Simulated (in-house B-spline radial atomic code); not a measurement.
Results of a calculation; reference values are marked as such.
**Sc in an electron gas of r_s = 2.4: phase shifts, screening, friction and resistivity**

A nucleus sits in a uniform electron gas with a rigid positive background. The Kohn-Sham equations are solved self-consistently in the spin-unpolarised LDA (PW92), non-relativistic, on B-splines with outgoing waves at the boundary and partial waves to l = 8. The model has no lattice, no bands and no magnetic solution. Atomic units; δ_l are the phase shifts at the Fermi level, counted so that each bound state adds π, and good to about 0.0005.

The density parameter is r_s = 2.4 bohr, near that of the valence electrons of In (3 per atom, density 7.31 g/cm³, mass 114.82 u, which gives r_s = 2.41).

```json
{"l": "0", "δ_l (rad)": "8.8293"}
{"l": "1", "δ_l (rad)": "6.1696"}
{"l": "2", "δ_l (rad)": "1.1323"}
{"l": "3", "δ_l (rad)": "-0.0009"}
{"l": "4", "δ_l (rad)": "-0.0010"}
{"l": "5", "δ_l (rad)": "-0.0003"}
{"l": "6", "δ_l (rad)": "-0.0003"}
{"l": "7", "δ_l (rad)": "-0.0002"}
{"l": "8", "δ_l (rad)": "-0.0003"}
```

Bound levels below the band bottom (hartree): s -159.6, s -16.6, p -13.64, s -1.44, p -0.6977.

(1) Check the Friedel sum rule, and say where the screening charge sits.

(2) Find the transport cross section and the electronic stopping of a 1 keV Sc ion (mass 44.96 u).

(3) What residual resistivity would 1 atomic per cent of such centres give in In?

(4) On a substitutional site the background of one host ion, a sphere holding 3 charges, is taken out. The phase shifts for l = 0 to 4 become 8.5129, 5.8964, 0.4972, -0.0424, -0.0104. What follows?

Results:

(1) k_F = (9π/4)^(1/3)/r_s = 0.79965. The rule is Z = (2/π) Σ (2l + 1) δ_l. The terms are s 5.621, p 11.783, d 3.604, f -0.004 and -0.015 beyond, in all 20.989 against Z = 21. Bound states hold 6 s, 12 p, 0 d electrons, so the scattering states carry 2.99 in all; where a term is smaller than its bound count, the bound level has drawn weight out of the band.

(2) σ_tr = (4π/k_F²) Σ (l + 1) sin²(δ_l − δ_(l+1)). The terms for l = 0 to 3 are 0.2148, 1.7962, 2.4613, 0.0000, all together 4.4723, so σ_tr = 19.652 × 4.4723 = 87.890 bohr². With n = 3/(4π r_s³) = 0.01727, the friction coefficient is Q = n k_F σ_tr = 1.2137. For v well below v_F = 0.800, dE/dx = Q v; with 24801 eV per u at v = 1, v = √(1000/(24801 × 44.96)) = 0.0299, so dE/dx = 0.03635 hartree/bohr = 18.7 eV/nm. The largest term couples the d and f waves.

(3) Δρ = k_F n_i σ_tr/n in atomic units of 21.74 μΩ·cm. With one host atom per 3 electrons, n_i/n = 0.01/3, so Δρ = 0.7996 × 0.00333 × 87.890 × 21.74 = 5.09 μΩ·cm. This is an atom added to the gas, as on an interstitial site.

(4) The Friedel sum is now 18.00, for Z − 3 = 18. The sum in σ_tr is 2.2436, so σ_tr = 44.09 bohr² and Δρ = 2.56 μΩ·cm per atomic per cent, 0.50 times the value above. A real host ion scatters too, so this model doesn't give zero even for the host's own atom.
